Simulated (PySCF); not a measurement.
# Multinuclear NMR of C₄H₆FNSi

Geometry:
| atom | x (Å) | y (Å) | z (Å) |
| --- | --- | --- | --- |
| N1 | -2.485 | 1.445 | -1.714 |
| C2 | -2.221 | 0.725 | -0.868 |
| C3 | -1.896 | -0.185 | 0.199 |
| C4 | -0.412 | -0.342 | 0.396 |
| F5 | -0.158 | -1.209 | 1.412 |
| C6 | 0.585 | 0.227 | -0.255 |
| Si7 | 2.406 | -0.091 | 0.127 |
| H8 | -2.337 | -1.165 | -0.021 |
| H9 | -2.348 | 0.180 | 1.130 |
| H10 | 0.319 | 0.904 | -1.052 |
| H11 | 2.582 | -0.234 | 1.570 |
| H12 | 3.149 | 1.062 | -0.380 |
| H13 | 2.813 | -1.318 | -0.562 |

- NMR shieldings at PBE0/pcSseg-1/GIAO
- coordinates at the GFN2-xTB level
- code: PySCF
- one computed conformer, rapidly exchanging positions averaged, relativity neglected, gas phase

**Question.** Where does 19F resonate?

**Answer.** 
```
atoms       environment  σ (ppm)  δ (ppm)
   F5  vinylic fluorine    250.3    -79.9
```

Shieldings were converted by a linear fit to measured shifts: 19F: δ = 146.13 − 0.903σ +14.6 on sp3 carbon (rms 6.0 ppm, 223 shifts, 7.0 ppm with the 5 outliers that the fit left out vs CFCl3, solution or neat liquid). Occasional misses reach two or three times the rms, and more in compound classes unlike the fitted ones.

On a 300 MHz spectrometer 19F resonates near 282.3 MHz, so 1 ppm is 282.3 Hz.

**Question.** Predict the 29Si NMR data.

**Answer.** 
| atoms | environment | σ (ppm) | δ (ppm) |
| --- | --- | --- | --- |
| Si7 | silicon bonded to C, 3 H | 437.0 | -79.2 |

Shieldings were converted by a linear fit to measured shifts: 29Si: δ = 279.94 − 0.822σ (rms 8.9 ppm, 72 shifts, 25.8 ppm with the 6 outliers that the fit left out vs TMS, solution or neat liquid). A few per cent of atoms miss by over 2 rms, more outside the fitted compound classes.

On a 600 MHz spectrometer 29Si resonates near 119.2 MHz, so 1 ppm is 119.2 Hz.

**Question.** Predict the 15N NMR data.

**Answer.** 
| atoms | environment | σ (ppm) | δ (ppm) |
| --- | --- | --- | --- |
| N1 | nitrile nitrogen | -41.2 | -110.1 |

Shieldings were converted by a linear fit to measured shifts: 15N (scatter 6.3 ppm rms vs CH3NO2, solution or neat liquid). A few per cent of atoms miss by over 2 rms, more outside the fitted compound classes.

On a 300 MHz spectrometer 15N resonates near 30.4 MHz, so 1 ppm is 30.4 Hz.
